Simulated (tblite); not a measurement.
C₆H₆FO (doublet state).
Z-matrix (Å and degrees, GFN2-xTB geometry), rows numbered from 1:
```
O 
C   1  1.2306
C   2  1.4257  1  123.01
C   3  1.4728  2  121.46  1   173.73
F   4  1.3797  3  111.23  2   160.51
C   4  1.5336  3  112.64  2    36.66
C   6  1.4933  4  110.48  3   -43.44
C   7  1.3304  6  122.87  4    26.82
H   3  1.0787  2  119.66  1    -6.51
H   4  1.1076  3  108.92  2   -84.17
H   6  1.0960  4  108.13  3    76.21
H   6  1.0908  4  110.09  3  -166.61
H   7  1.0808  6  116.23  4  -154.99
H   8  1.0792  2  115.71  1   -10.41
```

Computed with GFN2-xTB (tblite): harmonic, unscaled wavenumbers at the GFN2-xTB geometry, gas phase. This tight-binding method is rough: wavenumbers can miss measured ones by several per cent, in bad cases by 10 to 20. One conformer, not necessarily the lowest. Open shells enter through the occupations alone, without spin polarisation, and single modes of such species can be off by tens of per cent.

Harmonic wavenumbers (cm⁻¹): 104.2, 127.3, 288.2, 311.7, 401.6, 428.8, 462.9, 470.3, 547.1, 659.8, 695.6, 794.5, 896.0, 916.9, 926.4, 975.4, 1013.4, 1028.5, 1105.3, 1137.4, 1170.6, 1195.0, 1221.0, 1234.1, 1298.2, 1319.7, 1350.4, 1450.4, 1583.0, 1668.9, 2773.3, 2938.0, 2998.3, 3069.4, 3104.1, 3106.6.

A = 3540, B = 1774, C = 1220 MHz; mass 113.040 u (most abundant isotopes); point group C1, symmetry number 1; spin multiplicity 2.

Task: Zero-point energy?

Result: ½Σν̃ = 22386 cm⁻¹ = 64.00 kcal/mol.

Task: Entropy at 500 K, 1 bar (ideal gas, RRHO, classical rotation)?

Result: Translation 42.68, rotation 29.67, vibration 29.45, spin (R ln 2) 1.38: S = 103.2 cal/(mol K).

Task: And Cp and H(500 K) − H(0)?

Result: Cp = 43.50 cal/(mol K), of which vibrations give 35.55 (their classical limit is 36 R = 71.5); H(500 K) − H(0) = 12.43 kcal/mol without the zero-point energy, 8.46 from vibrations.

Task: How do the functions run with temperature in this model?

Result: 
```json
{"T (K)": "50", "S (cal/(mol K))": "56.1", "Cp (cal/(mol K))": "9.7", "H − H(0) (kcal/mol)": "0.42", "G − H(0) (kcal/mol)": "-2.38", "ln q(vib)": "0.08"}
{"T (K)": "100", "S (cal/(mol K))": "63.7", "Cp (cal/(mol K))": "12.8", "H − H(0) (kcal/mol)": "0.98", "G − H(0) (kcal/mol)": "-5.39", "ln q(vib)": "0.46"}
{"T (K)": "298.15", "S (cal/(mol K))": "84.6", "Cp (cal/(mol K))": "28.7", "H − H(0) (kcal/mol)": "5.05", "G − H(0) (kcal/mol)": "-20.18", "ln q(vib)": "3.02"}
{"T (K)": "373.15", "S (cal/(mol K))": "91.7", "Cp (cal/(mol K))": "34.8", "H − H(0) (kcal/mol)": "7.44", "G − H(0) (kcal/mol)": "-26.79", "ln q(vib)": "4.20"}
{"T (K)": "750", "S (cal/(mol K))": "123.2", "Cp (cal/(mol K))": "55.0", "H − H(0) (kcal/mol)": "24.87", "G − H(0) (kcal/mol)": "-67.53", "ln q(vib)": "10.59"}
{"T (K)": "1000", "S (cal/(mol K))": "140.0", "Cp (cal/(mol K))": "62.0", "H − H(0) (kcal/mol)": "39.55", "G − H(0) (kcal/mol)": "-100.49", "ln q(vib)": "14.70"}
```

q(vib) and H(0) count from the zero-point level.

Task: Which modes carry the vibrational entropy at 500 K?

Result: 104.2 cm⁻¹: 4.39; 127.3 cm⁻¹: 3.99; 288.2 cm⁻¹: 2.42; 311.7 cm⁻¹: 2.27; 401.6 cm⁻¹: 1.81; 428.8 cm⁻¹: 1.69 cal/(mol K); the other 30 give 12.89 together.

Task: Blend soft modes into free rotors: weight 1/[1 + (100 cm⁻¹/ν̃)⁴] for the oscillator and the rest for a rotor with moment μB/(μ + B), μ = h/(8π²ν), B = 10⁻⁴⁴ kg m². What vibrational entropy results?

Result: 28.73 cal/(mol K) in place of 29.45, which changes −T·S at 500 K by +0.36 kcal/mol.

Task: What must be added to the electronic energy to get the Gibbs energy at 500 K and 1 bar?

Result: ZPE + [H(500 K) − H(0)] − T·S = 64.00 + 12.43 − 51.59 = 24.84 kcal/mol.

Hindered rotation and anharmonicity are outside this model. Other conformers, if any are populated, would add a mixing term that is left out. The structure is chiral; the term R ln 2 for an equal mix with its mirror image is left out.

Hardware: one thread, Arm Neoverse V2 (aarch64), no GPU, shared host with 96 logical CPUs at a one-minute load of 42. Cost: 0.29 s. The figure is for the frequency step alone.
